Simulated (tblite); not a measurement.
Species: C3H3N3S.
Atom-mapped SMILES: `[H]/[N:1]=[CH:2]\[c:3]1[n:4][cH:5][s:6][n:7]1` (hydrogens: H8 on N1; H9 on C2; H10 on C5)

Computed with GFN2-xTB (tblite), gas phase: Langevin dynamics at 200 K from the optimised GFN2-xTB geometry, time step 0.5 fs, friction 0.01 fs⁻¹, 2000 steps.

Start geometry:
```
atom  x, y, z in Å
N1      2.217    0.914   -0.093
C2      1.598   -0.166   -0.266
C3      0.150   -0.348   -0.193
N4     -0.676    0.693    0.083
C5     -1.895    0.286    0.092
S6     -2.017   -1.412   -0.245
N7     -0.407   -1.521   -0.389
H8      1.614    1.710    0.115
H9      2.167   -1.062   -0.493
H10    -2.743    0.910    0.283
```

The statistics below take the 31 frames saved every 25 fs from 250 to 1000 fs; their kinetic temperature (all 3N coordinates) averages 204 K.

Q: How do the bond lengths spread?

A: 
```csv
bond,start (Å),mean (Å),standard deviation (Å),shortest (Å),longest (Å)
N1=C2,1.256,1.255,0.014,1.228,1.283
C2–C3,1.461,1.457,0.024,1.417,1.518
C3–N4,1.358,1.375,0.019,1.335,1.428
N4–C5,1.285,1.284,0.017,1.248,1.325
C5–S6,1.736,1.739,0.028,1.685,1.803
S6–N7,1.620,1.620,0.026,1.567,1.665
C3–N7,1.313,1.304,0.016,1.266,1.341
N1–H8,1.021,1.024,0.031,0.970,1.082
C2–H9,1.085,1.092,0.023,1.045,1.133
C5–H10,1.070,1.072,0.017,1.040,1.105
```

Q: Give the same statistics for bond angles, one of each kind among heavy atoms.

A: 
```json
{"angle": "N1–C2–C3", "start (°)": "126.1", "mean (°)": "126.9", "standard deviation (°)": "2.9", "smallest (°)": "121.6", "largest (°)": "131.3"}
{"angle": "C2–C3–N4", "start (°)": "121.2", "mean (°)": "120.9", "standard deviation (°)": "2.4", "smallest (°)": "115.6", "largest (°)": "125.7"}
{"angle": "C2–C3–N7", "start (°)": "121.6", "mean (°)": "122.1", "standard deviation (°)": "2.7", "smallest (°)": "116.8", "largest (°)": "127.0"}
{"angle": "N4–C3–N7", "start (°)": "117.2", "mean (°)": "116.6", "standard deviation (°)": "1.9", "smallest (°)": "112.8", "largest (°)": "120.0"}
{"angle": "C3–N4–C5", "start (°)": "109.6", "mean (°)": "109.4", "standard deviation (°)": "1.9", "smallest (°)": "105.8", "largest (°)": "113.8"}
{"angle": "N4–C5–S6", "start (°)": "112.0", "mean (°)": "112.0", "standard deviation (°)": "1.8", "smallest (°)": "108.1", "largest (°)": "116.6"}
{"angle": "C5–S6–N7", "start (°)": "90.7", "mean (°)": "90.6", "standard deviation (°)": "1.4", "smallest (°)": "87.6", "largest (°)": "93.4"}
{"angle": "C3–N7–S6", "start (°)": "110.4", "mean (°)": "111.0", "standard deviation (°)": "1.5", "smallest (°)": "107.5", "largest (°)": "114.5"}
```

Q: How far does each atom move about its mean position (frames aligned on the start, all atoms weighted alike), and what rms force does it feel?

A: 
```csv
atom,rms displacement (Å),rms force (eV/Å)
N1,0.09,1.60
C2,0.08,1.64
C3,0.08,1.51
N4,0.12,1.35
C5,0.07,1.32
S6,0.16,1.04
N7,0.15,1.20
H8,0.22,1.22
H9,0.22,0.80
H10,0.14,0.64
```

The displacements run from 0.07 to 0.22 Å.

Q: Follow the torsion N1–C2–C3–N4 through every second one of these frames.

A: 
```tsv
t (fs)	N1–C2–C3–N4 (°)
250	-22
300	-30
350	-10
400	20
450	2
500	-9
550	9
600	-27
650	-22
700	7
750	2
800	16
850	10
900	0
950	-14
1000	-12
```

Largest departure from the start value over all these frames: N1–C2–C3–N4 36° (start 0°).

The run is classical and short, so these are rough statistics of one trajectory.

The cost below is that of the whole dynamics run. The run took 7.3 s on one thread, Arm Neoverse V2 (aarch64), no GPU, shared host with 96 logical CPUs at a one-minute load of 72, and the process peaked at 0.18 GiB of memory.
